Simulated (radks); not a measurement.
Valence configurations of B I (all share [He]). Method: scalar-relativistic Kohn-Sham, PBE, spin-polarised, spherical densities, finite nucleus; open shells are filled with parallel spins first; Fermi nuclear charge, rms radius 2.406 fm; computed with a radial shooting solver on a logarithmic mesh with Libxc functionals. Energies are relative to 2s2 2p1; eigenvalues in eV for spin up.

valence      E (eV)  moment (Bohr magnetons)   e(2p)    e(2s)
2s2 2p1       0.000                        1  -4.019   -9.907
2s1 2p2       3.196                        3  -4.852  -10.885
2s1.5 2p1.5   1.999                        2  -4.530  -10.502
2p3           9.213                        3  -5.199        -

NIST lists [He] 2s2 2p1 as the ground configuration; this level of theory agrees among the configurations tried. The energies are those of spherical high-spin densities, not of single terms.
